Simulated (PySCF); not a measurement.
# Zr⁺ (zirconium, charge +1): wB97X calculation

Configuration: [Kr] 4d1 5s1 5p1, one real determinant (an excited configuration). Computed with PySCF 2.14 in x2c-TZVPPall with one added diffuse shell each of s, p, d, f type (9s7p7d3f1g, 95 functions), with the spin-free X2C one-electron Hamiltonian (Gaussian nucleus).

- Total energy: -3597.90 hartree
- One-electron energy: -4949.56 hartree
- Hartree (Coulomb) energy: 1466.45 hartree
- Exchange-correlation energy: -114.78 hartree
- ⟨S²⟩: 3.7510
- ⟨L²⟩: 8.309
- Sum of ⟨r⟩: 29.14 bohr
- Sum of ⟨r²⟩: 54.65 bohr²
- Traceless quadrupole moment −½Σ⟨3z² − r²⟩ along its main axis: -5.70 e·bohr²
- Langevin diamagnetic susceptibility: -43.3 ×10⁻⁶ cm³/mol
- Time after the integrals: of the order of 13 core-seconds

```json
{"shell": "1s α", "electrons": "1", "mean orbital energy (hartree)": "-656.50784", "spread (hartree)": "0", "rms radius, mean of both spins (bohr)": "0.0426"}
{"shell": "1s β", "electrons": "1", "mean orbital energy (hartree)": "-656.50630", "spread (hartree)": "0", "rms radius, mean of both spins (bohr)": "0.0426"}
{"shell": "2s α", "electrons": "1", "mean orbital energy (hartree)": "-91.90833", "spread (hartree)": "0", "rms radius, mean of both spins (bohr)": "0.176"}
{"shell": "2s β", "electrons": "1", "mean orbital energy (hartree)": "-91.90313", "spread (hartree)": "0", "rms radius, mean of both spins (bohr)": "0.176"}
{"shell": "2p α", "electrons": "3", "mean orbital energy (hartree)": "-81.99945", "spread (hartree)": "0.00153", "rms radius, mean of both spins (bohr)": "0.156"}
{"shell": "2p β", "electrons": "3", "mean orbital energy (hartree)": "-81.99506", "spread (hartree)": "0.00373", "rms radius, mean of both spins (bohr)": "0.156"}
{"shell": "3s α", "electrons": "1", "mean orbital energy (hartree)": "-15.70575", "spread (hartree)": "0", "rms radius, mean of both spins (bohr)": "0.490"}
{"shell": "3s β", "electrons": "1", "mean orbital energy (hartree)": "-15.70187", "spread (hartree)": "0", "rms radius, mean of both spins (bohr)": "0.490"}
{"shell": "3p α", "electrons": "3", "mean orbital energy (hartree)": "-12.46036", "spread (hartree)": "0.00547", "rms radius, mean of both spins (bohr)": "0.498"}
{"shell": "3p β", "electrons": "3", "mean orbital energy (hartree)": "-12.45647", "spread (hartree)": "0.00483", "rms radius, mean of both spins (bohr)": "0.498"}
{"shell": "3d α", "electrons": "5", "mean orbital energy (hartree)": "-7.12759", "spread (hartree)": "0.00505", "rms radius, mean of both spins (bohr)": "0.497"}
{"shell": "3d β", "electrons": "5", "mean orbital energy (hartree)": "-7.12199", "spread (hartree)": "0.00761", "rms radius, mean of both spins (bohr)": "0.497"}
{"shell": "4s α", "electrons": "1", "mean orbital energy (hartree)": "-2.63472", "spread (hartree)": "0", "rms radius, mean of both spins (bohr)": "1.29"}
{"shell": "4s β", "electrons": "1", "mean orbital energy (hartree)": "-2.60355", "spread (hartree)": "0", "rms radius, mean of both spins (bohr)": "1.29"}
{"shell": "4p α", "electrons": "3", "mean orbital energy (hartree)": "-1.77349", "spread (hartree)": "0.00297", "rms radius, mean of both spins (bohr)": "1.45"}
{"shell": "4p β", "electrons": "3", "mean orbital energy (hartree)": "-1.73718", "spread (hartree)": "0.02454", "rms radius, mean of both spins (bohr)": "1.45"}
{"shell": "4d α", "electrons": "1", "mean orbital energy (hartree)": "-0.63756", "spread (hartree)": "0", "rms radius, mean of both spins (bohr)": "2.13"}
{"shell": "5s α", "electrons": "1", "mean orbital energy (hartree)": "-0.54523", "spread (hartree)": "0", "rms radius, mean of both spins (bohr)": "3.46"}
{"shell": "5p α", "electrons": "1", "mean orbital energy (hartree)": "-0.38600", "spread (hartree)": "0", "rms radius, mean of both spins (bohr)": "4.20"}
```

⟨L²⟩ = 8.31 against 12 for a pure F term, so this real determinant mixes terms.

Densities and radii are taken from the X2C orbitals without a picture-change correction, which distorts them close to the nucleus.
